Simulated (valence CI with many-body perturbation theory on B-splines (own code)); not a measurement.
Values are calculated unless marked as measured or tabulated.
## Pd VII: what each term of the Hamiltonian does

Level of theory: relativistic CI+MBPT: four valence electrons over a frozen Dirac-Fock core [Kr], radial functions for each j: 9 s, 9 p, 10 d, 8 f, 5 g, 3 h, 1 i, with the one-electron correlation potential Σ1, the two-electron term Σ2, the three-electron term Σ3, Breit, model QED; selected CI, second order for the rest, scaled by the run's own slope (own B-spline code, finite nucleus).

No measured levels were compared; by estimate terms of the open shell hold to 2 to 4 % of their energy, and close levels can change places; different configurations can be misplaced against each other by 1,000 to 8,000 cm⁻¹. Core correlation moves these levels by up to 19000 cm⁻¹, and in measured spectra 5 to 20 % of such shifts remained as error; rates that hang on mixing are uncertain with them. Among the levels kept, up to 290 cm⁻¹ of a level comes from second order outside the variational space, and about a tenth of that is noise between levels of different J, which matters for small intervals. Only levels of the ground parity were solved; by the run's estimate the other parity begins above the list, which can be wrong where configurations are misplaced.

Each rung adds one term. CI alone is the Dirac-Coulomb CI over the frozen core; QED comes last and gives the full result, which names the levels. Energies are above 4d⁴ ⁵D_0 on the same rung, in cm⁻¹.

Names give the largest LS component (configuration and term), which can be under half, so a name can repeat, a term be missing and a line seem to break the LS rules; names also repeat where a configuration has a term twice. Letters in brackets count levels of one name in rising energy.

| Level | CI alone | Σ1 | Σ2 | Σ3 | Breit | QED | Full |
| --- | --- | --- | --- | --- | --- | --- | --- |
| 4d⁴ ⁵D_1 | 921 | +74 | +20 | +12 | -62 | +5.1 | 971 |
| 4d⁴ ⁵D_2 | 2316 | +162 | +64 | +15 | -137 | +11 | 2431 |
| 4d⁴ ⁵D_3 | 3936 | +243 | +120 | +15 | -211 | +16 | 4120 |
| 4d⁴ ⁵D_4 | 5672 | +313 | +193 | +13 | -283 | +21 | 5928 |
| 4d⁴ ³P_0 [a] | 18974 | +128 | +1326 | -286 | +28 | -0.5 | 20170 |
| 4d⁴ ³H_4 | 22809 | +266 | -2075 | -307 | -89 | +5.7 | 20609 |
| 4d⁴ ³H_5 | 25065 | +424 | -2276 | -244 | -215 | +15 | 22769 |
| 4d⁴ ³H_6 | 26623 | +500 | -2335 | -219 | -297 | +19 | 24292 |
| 4d⁴ ³P_1 [a] | 22882 | +336 | +1351 | -145 | -135 | +14 | 24303 |
| 4d⁴ ³G_3 | 25461 | +338 | -874 | -443 | -112 | +9.5 | 24379 |
| 4d⁴ ³F_2 [a] | 25597 | +356 | -78 | -358 | -147 | +13 | 25383 |
| 4d⁴ ³F_4 [a] | 27085 | +488 | -825 | -365 | -239 | +19 | 26163 |
| 4d⁴ ³P_2 [a] | 27876 | +535 | +1193 | -208 | -265 | +24 | 29156 |
| 4d⁴ ³F_3 [a] | 30348 | +545 | -1008 | -446 | -285 | +25 | 29178 |
| 4d⁴ ³G_4 | 30885 | +503 | -1363 | -591 | -262 | +21 | 29192 |
| 4d⁴ ³G_5 | 32626 | +642 | -1682 | -488 | -380 | +29 | 30748 |
| 4d⁴ ³D_3 | 35677 | +460 | -1098 | -833 | -197 | +17 | 34025 |
| 4d⁴ ¹I_6 | 37742 | +664 | -3340 | -437 | -351 | +25 | 34303 |
| 4d⁴ ³D_2 | 35923 | +486 | -496 | -678 | -259 | +23 | 34999 |

The middle columns are the shifts that each term adds.

(1) How does the ionisation energy move along the ladder, and which term matters most?

## Answers

(1) CI alone 98.85, + Σ1 100.48, + Σ2 101.76, + Σ3 101.76, + Breit 101.77, + QED 101.77 eV. The largest step is Σ1, 1.63 eV. NIST lists 101 ± 2 eV (theoretical).
